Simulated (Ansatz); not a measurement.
# Predicting a hybrid from its neighbours: BaS

BaS has 2 atoms, charge 0, and is taken as a singlet. SMILES: `[S][Ba]`. Geometry: the measured bond length.

The vertical energy of the triplet above the singlet y, in eV, basis def2-TZVP with a core potential; a is the functional's share of exact exchange. Programs: Ansatz 0.2.0.

```
functional  program     a  y (eV)
       PBE   Ansatz     0    1.87
    revPBE   Ansatz     0    1.89
     B3LYP   Ansatz   0.2    1.69
      PBE0   Ansatz  0.25    1.74
   r2SCAN0   Ansatz  0.25       ?
     BHLYP   Ansatz   0.5    1.49
```

Q: Fit y = c + s·a to the known rows and predict r2SCAN0.

A: 
1. Means of the 5 rows: a = 0.1900, y = 1.736.
2. Σ(Δa)² = 0.172, Σ(Δa·Δy) = -0.1312, so the slope is -0.1312/0.172 = -0.76279.
3. Intercept: 1.736 − (-0.76279) × 0.1900 = 1.881. The largest residual of the fit is 0.050.
4. r2SCAN0: 1.881 + (-0.76279) × 0.25 = 1.69 eV.

The run gave 1.67 eV, so the prediction is off by +0.02 eV, within the scatter of the fit. Exact exchange favours the state with more unpaired electrons. Spin-orbit coupling is left out.
